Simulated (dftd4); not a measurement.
H$_{2}$Si, charge +1, doublet, geometry from GFN2-xTB (a state made from the parent by changing its charge; the spin is typed, not shown lowest); D4 for wb97x in dftd4.

dftd4 was given this input:
```
$ dftd4 mol.xyz --func wb97x --charge 1 --json dftd4.json --noedisp --grad

# file mol.xyz
3

Si    -0.00145387     0.07386784     0.00432301
H     -1.33576333    -0.54636664     0.01759822
H      1.35611754    -0.48778307    -0.07812031
```

It wrote (shortened):

```
                    ____  _____ _____     ____  _  _
      -------------|  _ \|  ___|_   _|---|  _ \| || |------------
     |             | | | | |_    | | ___ | | | | || |_           |
     |             | |_| |  _|   | ||___|| |_| |__   _|          |
     |             |____/|_|     |_|     |____/   |_|            |
     |             ===================================           |
     |            E. Caldeweyher, S. Ehlert & S. Grimme          |
     |          Mulliken Center for Theoretical Chemistry        |
     |                    University of Bonn                     |
      -----------------------------------------------------------

Rational (Becke-Johnson) damping: wb97x-D4-ATM
---------------------
  s6         1.0000
  s8         0.5093
  s9         1.0000
  a1         0.0662
  a2         5.4487
 alp        16.0000
--------------------

Dispersion energy:      -9.8588000357020E-04 Eh

Gradient norm:           2.9358885836268E-05 Eh/a0
--------------------------------------------------
     #    Z           dE/dx      dE/dy      dE/dz
--------------------------------------------------
     1   14 Si    7.137E-08 -3.626E-06 -2.122E-07
     2    1 H    -2.054E-05  1.367E-06  8.351E-07
     3    1 H     2.047E-05  2.259E-06 -6.229E-07
--------------------------------------------------

Virial:
--------------------------------------------------
      component           x          y          z
--------------------------------------------------
          x       1.043E-04  2.349E-06 -3.704E-06
          y       2.349E-06 -4.000E-06 -3.177E-07
          z      -3.704E-06 -3.177E-07  1.180E-07
--------------------------------------------------

[Info] Dispersion results written to 'dftd4.txt'
[Info] JSON dump of results written to 'dftd4.json'
```
